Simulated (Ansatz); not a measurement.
**Molecular dynamics of H₂Te**

Input:

```yaml
crystal:
  periodic: [false, false, false]
  atoms:
    - { symbol: Te, position_ang: [0.582961, -0.466955, 0.260737] }
    - { symbol: H, position_ang: [0.25197, 1.16452, 0.266811] }
    - { symbol: H, position_ang: [-0.845832, -0.762464, -0.540848] }
basis:
  gaussian: { orbitals: def2-SVP }
hamiltonian:
  xc: r2scan
  dispersion: d4
md:
  timestep: 0.5
  n_steps: 250
  ensemble: nvt_langevin
  temperature: 1000.0
  initial_velocities: maxwell_boltzmann
  seed: 928522
  friction: 0.005
scf:
  lower_state_search: "off"
```

Command:

```bash
$ ansatz run input.yaml --threads 1 --pin off --max-ram 2048MiB --backend cpu --events-out ev --progress --plain --runs-dir out
```

It starts from a relaxed structure.

Output, in part (one step line in 3, the closing report, with atoms numbered from 0):

```
md step     0: t =     0.00 fs  T =   666.7 K  F+E_penalty+E_count = -7328.03354433 eV  E_kin = 0.258520 eV  (12 SCF iters)
md step     3: t =     1.50 fs  T =   525.9 K  F+E_penalty+E_count = -7327.97188923 eV  E_kin = 0.203927 eV  (19 SCF iters)
md step     6: t =     3.00 fs  T =   359.5 K  F+E_penalty+E_count = -7327.86447520 eV  E_kin = 0.139389 eV  (19 SCF iters)
md step     9: t =     4.50 fs  T =   414.5 K  F+E_penalty+E_count = -7327.88992626 eV  E_kin = 0.160747 eV  (19 SCF iters)
md step    12: t =     6.00 fs  T =   785.3 K  F+E_penalty+E_count = -7328.00704961 eV  E_kin = 0.304504 eV  (18 SCF iters)
md step    15: t =     7.50 fs  T =   803.6 K  F+E_penalty+E_count = -7328.02069145 eV  E_kin = 0.311625 eV  (19 SCF iters)
md step    18: t =     9.00 fs  T =   487.1 K  F+E_penalty+E_count = -7327.93520791 eV  E_kin = 0.188897 eV  (19 SCF iters)
md step    21: t =    10.50 fs  T =   324.8 K  F+E_penalty+E_count = -7327.85622145 eV  E_kin = 0.125950 eV  (20 SCF iters)
md step    24: t =    12.00 fs  T =   281.6 K  F+E_penalty+E_count = -7327.84458006 eV  E_kin = 0.109206 eV  (20 SCF iters)
md step    27: t =    13.50 fs  T =   367.6 K  F+E_penalty+E_count = -7327.90992540 eV  E_kin = 0.142542 eV  (19 SCF iters)
md step    30: t =    15.00 fs  T =   597.4 K  F+E_penalty+E_count = -7327.99591389 eV  E_kin = 0.231652 eV  (19 SCF iters)
md step    33: t =    16.50 fs  T =   753.9 K  F+E_penalty+E_count = -7328.03197620 eV  E_kin = 0.292329 eV  (19 SCF iters)
md step    36: t =    18.00 fs  T =   661.4 K  F+E_penalty+E_count = -7327.96158602 eV  E_kin = 0.256488 eV  (19 SCF iters)
md step    39: t =    19.50 fs  T =   390.2 K  F+E_penalty+E_count = -7327.88264845 eV  E_kin = 0.151315 eV  (19 SCF iters)
md step    42: t =    21.00 fs  T =   515.2 K  F+E_penalty+E_count = -7327.94062349 eV  E_kin = 0.199772 eV  (19 SCF iters)
md step    45: t =    22.50 fs  T =   759.1 K  F+E_penalty+E_count = -7328.02368856 eV  E_kin = 0.294352 eV  (19 SCF iters)
md step    48: t =    24.00 fs  T =   701.0 K  F+E_penalty+E_count = -7328.00555552 eV  E_kin = 0.271843 eV  (19 SCF iters)
md step    51: t =    25.50 fs  T =   557.0 K  F+E_penalty+E_count = -7327.92212440 eV  E_kin = 0.215987 eV  (19 SCF iters)
md step    54: t =    27.00 fs  T =   397.4 K  F+E_penalty+E_count = -7327.86765422 eV  E_kin = 0.154112 eV  (20 SCF iters)
md step    57: t =    28.50 fs  T =   508.0 K  F+E_penalty+E_count = -7327.88746150 eV  E_kin = 0.196983 eV  (19 SCF iters)
md step    60: t =    30.00 fs  T =   598.0 K  F+E_penalty+E_count = -7327.95477918 eV  E_kin = 0.231897 eV  (19 SCF iters)
md step    63: t =    31.50 fs  T =   711.3 K  F+E_penalty+E_count = -7328.01573473 eV  E_kin = 0.275836 eV  (19 SCF iters)
md step    66: t =    33.00 fs  T =   552.1 K  F+E_penalty+E_count = -7328.00199554 eV  E_kin = 0.214094 eV  (19 SCF iters)
md step    69: t =    34.50 fs  T =   476.8 K  F+E_penalty+E_count = -7327.93728379 eV  E_kin = 0.184883 eV  (18 SCF iters)
md step    72: t =    36.00 fs  T =   466.3 K  F+E_penalty+E_count = -7327.93669620 eV  E_kin = 0.180822 eV  (20 SCF iters)
md step    75: t =    37.50 fs  T =   569.1 K  F+E_penalty+E_count = -7328.00622371 eV  E_kin = 0.220676 eV  (19 SCF iters)
md step    78: t =    39.00 fs  T =   594.2 K  F+E_penalty+E_count = -7328.02643681 eV  E_kin = 0.230414 eV  (19 SCF iters)
md step    81: t =    40.50 fs  T =   487.9 K  F+E_penalty+E_count = -7327.97759567 eV  E_kin = 0.189190 eV  (19 SCF iters)
md step    84: t =    42.00 fs  T =   387.2 K  F+E_penalty+E_count = -7327.92630391 eV  E_kin = 0.150165 eV  (19 SCF iters)
md step    87: t =    43.50 fs  T =   350.5 K  F+E_penalty+E_count = -7327.92018558 eV  E_kin = 0.135936 eV  (19 SCF iters)
md step    90: t =    45.00 fs  T =   472.3 K  F+E_penalty+E_count = -7327.95420358 eV  E_kin = 0.183149 eV  (20 SCF iters)
md step    93: t =    46.50 fs  T =   590.7 K  F+E_penalty+E_count = -7327.99937869 eV  E_kin = 0.229078 eV  (19 SCF iters)
md step    96: t =    48.00 fs  T =   583.1 K  F+E_penalty+E_count = -7328.01778465 eV  E_kin = 0.226102 eV  (19 SCF iters)
md step    99: t =    49.50 fs  T =   417.2 K  F+E_penalty+E_count = -7328.00180936 eV  E_kin = 0.161796 eV  (20 SCF iters)
md step   102: t =    51.00 fs  T =   337.2 K  F+E_penalty+E_count = -7327.98190874 eV  E_kin = 0.130757 eV  (20 SCF iters)
md step   105: t =    52.50 fs  T =   364.0 K  F+E_penalty+E_count = -7327.98888262 eV  E_kin = 0.141162 eV  (20 SCF iters)
md step   108: t =    54.00 fs  T =   333.5 K  F+E_penalty+E_count = -7328.01191822 eV  E_kin = 0.129310 eV  (20 SCF iters)
md step   111: t =    55.50 fs  T =   371.2 K  F+E_penalty+E_count = -7328.01460646 eV  E_kin = 0.143934 eV  (19 SCF iters)
md step   114: t =    57.00 fs  T =   380.3 K  F+E_penalty+E_count = -7327.99561617 eV  E_kin = 0.147465 eV  (19 SCF iters)
md step   117: t =    58.50 fs  T =   255.2 K  F+E_penalty+E_count = -7327.97287451 eV  E_kin = 0.098978 eV  (19 SCF iters)
md step   120: t =    60.00 fs  T =   248.5 K  F+E_penalty+E_count = -7327.97986172 eV  E_kin = 0.096382 eV  (19 SCF iters)
md step   123: t =    61.50 fs  T =   392.6 K  F+E_penalty+E_count = -7328.00457269 eV  E_kin = 0.152224 eV  (19 SCF iters)
md step   126: t =    63.00 fs  T =   479.2 K  F+E_penalty+E_count = -7328.01453862 eV  E_kin = 0.185816 eV  (19 SCF iters)
md step   129: t =    64.50 fs  T =   363.2 K  F+E_penalty+E_count = -7327.99748315 eV  E_kin = 0.140855 eV  (19 SCF iters)
md step   132: t =    66.00 fs  T =   283.6 K  F+E_penalty+E_count = -7327.98263161 eV  E_kin = 0.109986 eV  (19 SCF iters)
md step   135: t =    67.50 fs  T =   329.7 K  F+E_penalty+E_count = -7327.98411111 eV  E_kin = 0.127866 eV  (19 SCF iters)
md step   138: t =    69.00 fs  T =   413.2 K  F+E_penalty+E_count = -7327.99139880 eV  E_kin = 0.160247 eV  (19 SCF iters)
md step   141: t =    70.50 fs  T =   408.2 K  F+E_penalty+E_count = -7327.98929831 eV  E_kin = 0.158274 eV  (19 SCF iters)
md step   144: t =    72.00 fs  T =   450.0 K  F+E_penalty+E_count = -7327.97163078 eV  E_kin = 0.174508 eV  (20 SCF iters)
md step   147: t =    73.50 fs  T =   398.4 K  F+E_penalty+E_count = -7327.94359211 eV  E_kin = 0.154485 eV  (20 SCF iters)
md step   150: t =    75.00 fs  T =   473.3 K  F+E_penalty+E_count = -7327.93366716 eV  E_kin = 0.183520 eV  (19 SCF iters)
md step   153: t =    76.50 fs  T =   661.1 K  F+E_penalty+E_count = -7327.95407755 eV  E_kin = 0.256349 eV  (20 SCF iters)
md step   156: t =    78.00 fs  T =   773.3 K  F+E_penalty+E_count = -7327.97472359 eV  E_kin = 0.299854 eV  (20 SCF iters)
md step   159: t =    79.50 fs  T =   792.2 K  F+E_penalty+E_count = -7327.98564238 eV  E_kin = 0.307213 eV  (20 SCF iters)
md step   162: t =    81.00 fs  T =   916.0 K  F+E_penalty+E_count = -7327.99878524 eV  E_kin = 0.355200 eV  (19 SCF iters)
md step   165: t =    82.50 fs  T =   853.2 K  F+E_penalty+E_count = -7328.00063939 eV  E_kin = 0.330860 eV  (19 SCF iters)
md step   168: t =    84.00 fs  T =   954.2 K  F+E_penalty+E_count = -7327.96975152 eV  E_kin = 0.370025 eV  (19 SCF iters)
md step   171: t =    85.50 fs  T =   807.7 K  F+E_penalty+E_count = -7327.93887805 eV  E_kin = 0.313225 eV  (20 SCF iters)
md step   174: t =    87.00 fs  T =   883.3 K  F+E_penalty+E_count = -7327.94427202 eV  E_kin = 0.342542 eV  (20 SCF iters)
md step   177: t =    88.50 fs  T =   822.0 K  F+E_penalty+E_count = -7327.94145931 eV  E_kin = 0.318765 eV  (19 SCF iters)
md step   180: t =    90.00 fs  T =   818.2 K  F+E_penalty+E_count = -7327.93751954 eV  E_kin = 0.317268 eV  (18 SCF iters)
md step   183: t =    91.50 fs  T =   784.5 K  F+E_penalty+E_count = -7327.93101592 eV  E_kin = 0.304221 eV  (19 SCF iters)
md step   186: t =    93.00 fs  T =   825.3 K  F+E_penalty+E_count = -7327.91087499 eV  E_kin = 0.320034 eV  (18 SCF iters)
md step   189: t =    94.50 fs  T =   785.9 K  F+E_penalty+E_count = -7327.89922834 eV  E_kin = 0.304773 eV  (18 SCF iters)
md step   192: t =    96.00 fs  T =   848.0 K  F+E_penalty+E_count = -7327.93418882 eV  E_kin = 0.328851 eV  (19 SCF iters)
md step   195: t =    97.50 fs  T =  1074.7 K  F+E_penalty+E_count = -7328.00287092 eV  E_kin = 0.416731 eV  (19 SCF iters)
md step   198: t =    99.00 fs  T =  1053.7 K  F+E_penalty+E_count = -7328.01911976 eV  E_kin = 0.408600 eV  (19 SCF iters)
md step   201: t =   100.50 fs  T =   953.0 K  F+E_penalty+E_count = -7327.97226805 eV  E_kin = 0.369538 eV  (19 SCF iters)
md step   204: t =   102.00 fs  T =   812.1 K  F+E_penalty+E_count = -7327.91851794 eV  E_kin = 0.314911 eV  (19 SCF iters)
md step   207: t =   103.50 fs  T =   792.2 K  F+E_penalty+E_count = -7327.90397480 eV  E_kin = 0.307203 eV  (20 SCF iters)
md step   210: t =   105.00 fs  T =   789.3 K  F+E_penalty+E_count = -7327.91227692 eV  E_kin = 0.306068 eV  (19 SCF iters)
md step   213: t =   106.50 fs  T =   920.5 K  F+E_penalty+E_count = -7327.93474103 eV  E_kin = 0.356969 eV  (19 SCF iters)
md step   216: t =   108.00 fs  T =   800.2 K  F+E_penalty+E_count = -7327.93980650 eV  E_kin = 0.310291 eV  (19 SCF iters)
md step   219: t =   109.50 fs  T =   875.5 K  F+E_penalty+E_count = -7327.93379765 eV  E_kin = 0.339498 eV  (20 SCF iters)
md step   222: t =   111.00 fs  T =   966.3 K  F+E_penalty+E_count = -7327.94653634 eV  E_kin = 0.374710 eV  (20 SCF iters)
md step   225: t =   112.50 fs  T =  1046.9 K  F+E_penalty+E_count = -7327.99576985 eV  E_kin = 0.405948 eV  (19 SCF iters)
md step   228: t =   114.00 fs  T =  1281.6 K  F+E_penalty+E_count = -7328.03005670 eV  E_kin = 0.496986 eV  (18 SCF iters)
md step   231: t =   115.50 fs  T =  1194.5 K  F+E_penalty+E_count = -7328.01189696 eV  E_kin = 0.463194 eV  (19 SCF iters)
md step   234: t =   117.00 fs  T =  1198.8 K  F+E_penalty+E_count = -7327.96960783 eV  E_kin = 0.464890 eV  (19 SCF iters)
md step   237: t =   118.50 fs  T =  1120.5 K  F+E_penalty+E_count = -7327.94612391 eV  E_kin = 0.434489 eV  (20 SCF iters)
md step   240: t =   120.00 fs  T =  1016.4 K  F+E_penalty+E_count = -7327.96577955 eV  E_kin = 0.394151 eV  (19 SCF iters)
md step   243: t =   121.50 fs  T =  1040.4 K  F+E_penalty+E_count = -7327.98536080 eV  E_kin = 0.403437 eV  (19 SCF iters)
md step   246: t =   123.00 fs  T =  1050.7 K  F+E_penalty+E_count = -7327.96366593 eV  E_kin = 0.407438 eV  (19 SCF iters)
md step   249: t =   124.50 fs  T =   953.1 K  F+E_penalty+E_count = -7327.90402788 eV  E_kin = 0.369607 eV  (18 SCF iters)
md step   250: t =   125.00 fs  T =   895.8 K  F+E_penalty+E_count = -7327.88520865 eV  E_kin = 0.347375 eV  (19 SCF iters)
Total energy: -7327.88521485 eV, -269.2948146268 hartree
Atom 0 at     0.670968    -0.543118     0.320672 Å, force     1.501815    -0.351822     0.982648 eV/Å
Atom 1 at     0.033951     0.216760    -0.950096 Å, force    -0.068772     0.608197    -0.873004 eV/Å
Atom 2 at     2.345340    -0.009679     0.121696 Å, force    -1.433043    -0.256375    -0.109643 eV/Å
Dipole moment:     0.017736     0.055509    -0.071833 e Å
```

The run went to its last step. The mean temperature of the second half is 19 % below the set value. A run of 0.12 ps of so small a system gives no equilibrium averages.

The same pairs are bonded in the first frame and the last. Pairs count as bonded within 1.25 times the sum of covalent radii (0.12 Å more for H–H).

Last frame:

```xyz
3
Properties=species:S:1:pos:R:3
Te 0.671 -0.543 0.321
H 0.034 0.217 -0.950
H 2.345 -0.010 0.122
```

The run took 2.6 min on 1 thread of Arm Neoverse V2, with other jobs on the host, peak memory 0.08 GiB.
